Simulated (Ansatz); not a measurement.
`FC(F)(F)/C=C/c1ccc(/C=C/c2ccc(/C=C/c3ccc(C(F)(F)F)cc3)cc2)cc1`, relaxed as a singlet with RKS PBE-D4/def2-SVP in Ansatz, starting from the GFN2-xTB geometry. Force threshold 0.03 eV/Å.

Single mean-field runs in def2-SVP are fitted with def2-universal-jkfit.

Start:

```xyz
50

F    -2.360   -2.576  -10.759
C    -3.213   -3.003   -9.802
F    -3.158   -4.344   -9.831
F    -4.441   -2.662  -10.230
C    -2.907   -2.422   -8.464
C    -2.242   -3.105   -7.531
C    -1.894   -2.637   -6.205
C    -1.018   -3.401   -5.426
C    -0.654   -2.992   -4.163
C    -1.155   -1.808   -3.609
C    -0.722   -1.416   -2.285
C    -1.200   -0.388   -1.564
C    -0.735    0.044   -0.265
C     0.334   -0.551    0.417
C     0.765   -0.064    1.629
C     0.154    1.045    2.227
C     0.594    1.627    3.477
C     1.653    1.241    4.208
C     2.109    1.839    5.447
C     1.572    3.017    5.980
C     2.049    3.546    7.160
C     3.078    2.906    7.840
C     3.629    3.496    9.104
F     4.062    2.563    9.968
F     4.686    4.303    8.870
F     2.735    4.244    9.768
C     3.633    1.739    7.329
C     3.149    1.217    6.148
C    -0.931    1.623    1.557
C    -1.361    1.138    0.344
C    -2.042   -1.054   -4.388
C    -2.402   -1.457   -5.653
H    -3.251   -1.409   -8.342
H    -1.918   -4.112   -7.764
H    -0.614   -4.318   -5.829
H     0.025   -3.599   -3.582
H     0.061   -2.037   -1.870
H    -2.009    0.209   -1.966
H     0.841   -1.401   -0.012
H     1.596   -0.547    2.119
H    -0.007    2.461    3.814
H     2.249    0.401    3.877
H     0.780    3.532    5.462
H     1.628    4.455    7.561
H     4.438    1.249    7.855
H     3.583    0.309    5.756
H    -1.431    2.474    1.997
H    -2.195    1.612   -0.156
H    -2.449   -0.134   -3.999
H    -3.096   -0.856   -6.219
```

```csv
step,energy (eV),largest force component (eV/Å),SCF passes
1,-43476.3297,0.972,21
2,-43476.6858,0.269,21
3,-43476.7219,0.064,21
4,-43476.7255,0.099,20
5,-43476.7353,0.071,20
6 (rejected),-43476.7114,0.868,27
7,-43476.7356,0.127,21
8,-43476.7403,0.080,20
9,-43476.7430,0.009,20
10 (rejected),-43476.7426,0.295,20
11,-43476.7449,0.046,20
12,-43476.7459,0.144,21
13,-43476.7468,0.096,21
14,-43476.7483,0.024,20
15,-43476.7499,0.032,21
16 (rejected),-43476.7485,0.202,20
17,-43476.7508,0.035,20
18,-43476.7511,0.052,20
19,-43476.7514,0.033,14
20,-43476.7519,0.013,19
21,-43476.7521,0.020,19
```

Force components are those of the run's own axes.

End:

Cartesian coordinates in Å:
```
F -3.279 -2.456 -10.791
C -3.535 -3.311 -9.767
F -2.838 -4.447 -10.005
F -4.855 -3.622 -9.843
C -3.204 -2.688 -8.449
C -2.302 -3.216 -7.591
C -1.908 -2.689 -6.286
C -0.938 -3.385 -5.527
C -0.529 -2.920 -4.276
C -1.068 -1.735 -3.717
C -0.604 -1.292 -2.408
C -1.007 -0.177 -1.731
C -0.538 0.271 -0.427
C 0.431 -0.429 0.342
C 0.851 0.042 1.581
C 0.328 1.244 2.132
C 0.739 1.783 3.423
C 1.682 1.268 4.262
C 2.096 1.813 5.553
C 1.506 2.961 6.142
C 1.943 3.443 7.376
C 2.986 2.793 8.064
C 3.495 3.355 9.367
F 4.044 2.395 10.151
F 4.455 4.294 9.162
F 2.507 3.951 10.078
C 3.580 1.650 7.503
C 3.137 1.171 6.267
C -0.642 1.938 1.368
C -1.062 1.466 0.125
C -2.043 -1.039 -4.482
C -2.450 -1.502 -5.729
H -3.760 -1.762 -8.237
H -1.801 -4.150 -7.897
H -0.502 -4.310 -5.935
H 0.228 -3.482 -3.706
H 0.156 -1.944 -1.946
H -1.761 0.480 -2.197
H 0.863 -1.363 -0.044
H 1.601 -0.534 2.141
H 0.219 2.710 3.718
H 2.213 0.349 3.961
H 0.685 3.482 5.628
H 1.468 4.329 7.821
H 4.386 1.134 8.044
H 3.606 0.273 5.834
H -1.067 2.871 1.769
H -1.816 2.030 -0.446
H -2.489 -0.114 -4.088
H -3.208 -0.932 -6.287
```

By distances, no bond broke or formed. The bond that changes most is C5–H33, from 1.08 to 1.10 Å (atoms count from 1).

The force fell under the threshold at step 9, but the optimiser went on and released 0.009 eV more. No frequencies were taken in this run, so the end may be a saddle point.

Hardware: 2 threads of AMD EPYC 7R13 on a shared host and a share (18 GiB) of an NVIDIA H100 80GB HBM3. Wall time 82 s.
